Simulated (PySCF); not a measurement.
Record of a relaxation.

C2H6BClO.
SMILES with atom numbers: `[CH3:1][O:2][B:3]([CH3:4])[Cl:5]` (hydrogens: H6, H7, H8 on C1; H9, H10, H11 on C4)

Method: PBE0-D3(BJ)/def2-SVP geometry optimisation, gas phase (PySCF); density fitting, grid level 1; the optimiser is geomeTRIC in internal coordinates, started from a GFN2-xTB structure with every atom displaced at random (about 0.01 Å). The frame can shift and turn from step to step; on so coarse a grid that alone can change the energy by a few meV, and forces under 0.02 eV/Å are noise.

Step 0: E = -17403.1563 eV, largest atomic force 2.271 eV/Å
```
atom  x, y, z in Å  |  force x, y, z in eV/Å
C1      1.686   -0.275   -0.270   -0.960   2.020  -0.394
O2      0.816    0.869   -0.191    0.750  -0.625  -0.029
B3     -0.512    0.882    0.018    0.856  -0.795   0.035
C4     -1.414   -0.367    0.251   -1.364   0.434   0.568
Cl5    -1.170    2.481    0.069   -0.634   1.071   0.046
H6      1.949   -0.388   -1.321    0.263  -0.245  -0.293
H7      2.569   -0.044    0.316    0.415  -0.029   0.225
H8      1.198   -1.148    0.094   -0.459  -1.157   0.437
H9     -1.482   -0.624    1.331    0.213   0.105  -0.232
H10    -2.471   -0.154   -0.036    0.472   0.000   0.066
H11    -1.128   -1.257   -0.277    0.446  -0.780  -0.430
```

Step 1: E = -17403.2754 eV, largest atomic force 0.565 eV/Å
```
atom  x, y, z in Å  |  force x, y, z in eV/Å
C1      1.573   -0.281   -0.420    0.081  -0.290   0.167
O2      0.814    0.887   -0.293   -0.078   0.107  -0.062
B3     -0.482    0.930    0.037   -0.415   0.377   0.056
C4     -1.383   -0.308    0.401    0.017  -0.048  -0.232
Cl5    -1.197    2.586    0.108    0.265  -0.498  -0.024
H6      1.835   -0.441   -1.478   -0.007   0.006   0.009
H7      2.505   -0.153    0.152   -0.013  -0.041  -0.048
H8      1.051   -1.185   -0.042    0.104   0.255  -0.102
H9     -1.213   -0.556    1.458    0.038  -0.066   0.193
H10    -2.456   -0.094    0.298    0.042   0.043  -0.034
H11    -1.145   -1.217   -0.183   -0.034   0.156   0.076
```

Step 2: E = -17403.2847 eV, largest atomic force 0.357 eV/Å
```
atom  x, y, z in Å  |  force x, y, z in eV/Å
C1      1.593   -0.277   -0.419   -0.032  -0.061   0.015
O2      0.808    0.879   -0.306    0.067  -0.078  -0.017
B3     -0.488    0.912    0.035   -0.184   0.303   0.041
C4     -1.405   -0.307    0.402    0.097  -0.095   0.021
Cl5    -1.176    2.560    0.116    0.056  -0.129  -0.014
H6      1.841   -0.452   -1.478    0.003   0.000  -0.002
H7      2.533   -0.128    0.134   -0.013   0.025  -0.002
H8      1.092   -1.174   -0.021   -0.005   0.018  -0.008
H9     -1.235   -0.569    1.463   -0.006  -0.005  -0.026
H10    -2.471   -0.064    0.301    0.009   0.027  -0.012
H11    -1.191   -1.211   -0.188    0.008  -0.003   0.004
```

Step 3: E = -17403.2869 eV, largest atomic force 0.160 eV/Å
```
atom  x, y, z in Å  |  force x, y, z in eV/Å
C1      1.571   -0.285   -0.411   -0.043   0.088  -0.047
O2      0.801    0.886   -0.312    0.143   0.049  -0.033
B3     -0.494    0.936    0.034    0.054  -0.066   0.024
C4     -1.379   -0.306    0.395   -0.075   0.009   0.141
Cl5    -1.181    2.572    0.121   -0.002   0.012  -0.015
H6      1.812   -0.479   -1.467    0.005  -0.002  -0.007
H7      2.514   -0.141    0.136    0.003   0.030   0.014
H8      1.055   -1.163    0.001   -0.026  -0.084   0.036
H9     -1.200   -0.579    1.454   -0.028   0.026  -0.094
H10    -2.448   -0.077    0.297   -0.038  -0.023   0.019
H11    -1.150   -1.196   -0.208    0.007  -0.038  -0.039
```

Step 4: E = -17403.2884 eV, largest atomic force 0.023 eV/Å
```
atom  x, y, z in Å  |  force x, y, z in eV/Å
C1      1.577   -0.284   -0.414    0.001   0.015   0.000
O2      0.806    0.884   -0.312    0.015   0.010  -0.009
B3     -0.489    0.930    0.036   -0.018   0.005  -0.002
C4     -1.388   -0.306    0.398   -0.001   0.006   0.022
Cl5    -1.174    2.568    0.117    0.002  -0.005  -0.004
H6      1.819   -0.475   -1.470    0.001  -0.004  -0.001
H7      2.519   -0.132    0.133    0.007  -0.007   0.000
H8      1.067   -1.167   -0.001   -0.005  -0.013   0.006
H9     -1.213   -0.579    1.455   -0.003  -0.003  -0.005
H10    -2.457   -0.072    0.301   -0.001  -0.001   0.003
H11    -1.165   -1.200   -0.204    0.002  -0.004  -0.010
```

Step 5: E = -17403.2885 eV, largest atomic force under 0.02 eV/Å
```
atom  x, y, z in Å  |  force x, y, z in eV/Å
C1      1.577   -0.284   -0.413   -0.004   0.002   0.000
O2      0.806    0.884   -0.314    0.007   0.002   0.001
B3     -0.489    0.931    0.036   -0.006  -0.003  -0.002
C4     -1.388   -0.305    0.399    0.002   0.005   0.007
Cl5    -1.173    2.569    0.115    0.000   0.000  -0.005
H6      1.817   -0.480   -1.469    0.000  -0.003   0.000
H7      2.520   -0.133    0.132    0.000   0.000   0.000
H8      1.066   -1.167    0.004    0.000  -0.001   0.002
H9     -1.212   -0.580    1.454    0.001  -0.004   0.001
H10    -2.457   -0.071    0.303    0.001   0.001   0.001
H11    -1.166   -1.198   -0.206   -0.001   0.002  -0.004
```

Task: Summarise the path.

Result: The energy falls by 3.05 kcal/mol from step 0 to step 5; nine tenths of that is first reached at step 1. It falls at every step. The largest force goes from 2.271 to under 0.02 eV/Å. Among the bonds B3–Cl5 changes most, from 1.730 to 1.777 Å; the atoms move by 0.083 Å rms after alignment.

Task: Follow the three bonds and two angles with the largest change from start to end.

Result: 
```json
{"step": "0", "E above end (kcal/mol)": "3.05", "largest force (eV/Å)": "2.271", "B3–Cl5 (Å)": "1.730", "C1–O2 (Å)": "1.440", "C1–H8 (Å)": "1.065", "H9–C4–H10 (°)": "103.7", "O2–C1–H6 (°)": "106.4"}
{"step": "1", "E above end (kcal/mol)": "0.30", "largest force (eV/Å)": "0.565", "B3–Cl5 (Å)": "1.805", "C1–O2 (Å)": "1.399", "C1–H8 (Å)": "1.110", "H9–C4–H10 (°)": "106.5", "O2–C1–H6 (°)": "109.7"}
{"step": "2", "E above end (kcal/mol)": "0.09", "largest force (eV/Å)": "0.357", "B3–Cl5 (Å)": "1.787", "C1–O2 (Å)": "1.403", "C1–H8 (Å)": "1.102", "H9–C4–H10 (°)": "106.9", "O2–C1–H6 (°)": "109.5"}
{"step": "3", "E above end (kcal/mol)": "0.04", "largest force (eV/Å)": "0.160", "B3–Cl5 (Å)": "1.776", "C1–O2 (Å)": "1.404", "C1–H8 (Å)": "1.098", "H9–C4–H10 (°)": "107.1", "O2–C1–H6 (°)": "109.5"}
{"step": "4", "E above end (kcal/mol)": "0.00", "largest force (eV/Å)": "0.023", "B3–Cl5 (Å)": "1.778", "C1–O2 (Å)": "1.403", "C1–H8 (Å)": "1.101", "H9–C4–H10 (°)": "107.0", "O2–C1–H6 (°)": "109.6"}
{"step": "5", "E above end (kcal/mol)": "0.00", "largest force (eV/Å)": "under 0.02", "B3–Cl5 (Å)": "1.777", "C1–O2 (Å)": "1.403", "C1–H8 (Å)": "1.101", "H9–C4–H10 (°)": "106.9", "O2–C1–H6 (°)": "109.6"}
```

The cost below is that of the whole optimisation. Hardware: Arm Neoverse V2, one thread, no GPU (shared host). Cost: 19 s, 0.48 GiB resident at most.
